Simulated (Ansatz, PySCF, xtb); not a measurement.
Process, species as SMILES: N[Si](N)(N)Cl + 4 [H][H] (H2) → Cl (HCl) + 3 N (NH3) + [SiH4] (SiH4)
Each molecule is optimised on its own at B3LYP-D3(BJ)/def2-TZVP (Ansatz, a program for electronic structure), one conformer each, not searched for the lowest.

Wanted: energy of full hydrogenation (enthalpy at 298 K, with B3LYP-D3(BJ) rigid-rotor harmonic-oscillator terms from PySCF), in kJ/mol. Cores are frozen in the correlated levels unless marked. Spin-orbit coupling is left out. No relativistic terms. CBS marks a two-point X^-3 extrapolation of the correlation energy; Hartree-Fock from the larger set.

```
level                                                             program  energy of full hydrogenation (kJ/mol)
---------------------------------------------------------  --------------  -------------------------------------
GFN2-xTB                                                              xtb                                   95.2
HF/cc-pV(T+d)Z                                                     Ansatz                                  206.1
r2SCAN-D4/def2-TZVPD                                       Ansatz + dftd4                                  266.0
PBE0-D3(BJ)/def2-TZVP                                      Ansatz + dftd3                                  246.9
PBE0-D4/def2-TZVP                                          Ansatz + dftd4                                  249.5
CAM-B3LYP-D3(BJ)/def2-TZVPD                                Ansatz + dftd3                                  241.5
LC-wPBE/def2-TZVPD                                                 Ansatz                                  232.2
B2PLYP-D4/def2-TZVPD                                       Ansatz + dftd4                                  256.4
SCS-MP2/cc-pV(Q+d)Z                                                Ansatz                                  260.2
CCSD/CBS(cc-pV(T+d)Z,cc-pV(Q+d)Z)                                  Ansatz                                  248.5
CCSD(T)/6-31G                                                      Ansatz                                  257.8
CCSD(T)/6-31G*                                                     Ansatz                                  292.2
CCSD(T)/aug-cc-pV(D+d)Z                                            Ansatz                                  173.7
CCSD(T) with core electrons (1s frozen past Ne)/cc-pwCVTZ          Ansatz                                  250.5
CCSD(T)/CBS(cc-pV(T+d)Z,cc-pV(Q+d)Z)                               Ansatz                                  261.6
```
